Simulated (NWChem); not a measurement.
Species: SiBrCl, singlet; SMILES Br[Si]Cl

Results from NWChem. Low-valent species are run as closed-shell singlets; no triplet was tried in these runs. Geometry: optimised at PBE0/def2-SVP. Ions are spin-unrestricted doublets at the neutral geometry; other ion states weren't tried.

For level PBE0/def2-SVP:

| Item | Value |
|---|---|
| vertical ionisation energy, ΔSCF (eV) | 9.79 |
| −ε(HOMO) (eV) | 7.60 |

Q: Estimate the same quantities for level PBE/def2-SVP.

A: vertical ionisation energy, ΔSCF (eV): 9.56
−ε(HOMO) (eV): 6.46
